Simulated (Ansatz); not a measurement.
Geometry optimisation, RKS B3LYP-D4/def2-SVP in Ansatz 0.2.0.

input.yaml

```yaml
crystal:
  periodic: [false, false, false]
  atoms:
    - { symbol: B, position_ang: [0.06492, -0.133655, -0.055532] }
    - { symbol: Cl, position_ang: [0.043259, -0.787889, 1.665492] }
    - { symbol: "N", position_ang: [1.261705, -0.185993, -0.751103] }
    - { symbol: H, position_ang: [2.141193, -0.456409, -0.323507] }
    - { symbol: H, position_ang: [1.345387, 0.152812, -1.703482] }
    - { symbol: H, position_ang: [-0.976, 0.146657, -0.574124] }
    - { symbol: F, position_ang: [0.125524, 2.215985, 0.876042] }
    - { symbol: H, position_ang: [0.037411, 1.777191, 1.686915] }
basis:
  gaussian: { orbitals: def2-SVP }
hamiltonian:
  xc: b3lyp
  dispersion: d4
relax:
  f_tol: 0.03
  max_steps: 50
```

Command:

```bash
$ ansatz run input.yaml --threads 1 --pin off --max-ram 2048MiB --backend cpu --events-out ev --progress --plain --runs-dir out
```

Where does it end, and by what steps?

The forces met the threshold. After 10 steps the energy has fallen by 0.099 eV; F7 moved furthest, 0.37 Å.

```tsv
step	energy less start (eV)	largest force component (eV/Å)	accepted
0	0.0000	0.541	yes
1	0.0020	1.844	no
2	-0.0535	0.638	yes
3	-0.0769	0.642	yes
4	-0.0942	0.505	yes
5	-0.0572	0.875	no
6	-0.0980	0.234	yes
7	-0.0984	0.097	yes
8	-0.0991	0.133	yes
9	-0.0994	0.043	yes
10	-0.0995	0.008	yes
```

```xyz
8
Properties=species:S:1:pos:R:3
B 0.071 -0.185 -0.112
Cl 0.046 -0.594 1.647
N 1.274 -0.229 -0.788
H 2.159 -0.442 -0.342
H 1.347 0.013 -1.770
H -0.969 0.072 -0.646
F 0.096 2.440 1.168
H 0.020 1.653 1.664
```

Time of the run: 36 s on 1 thread of Arm Neoverse V1, with other jobs on the host, peak memory 0.15 GiB.
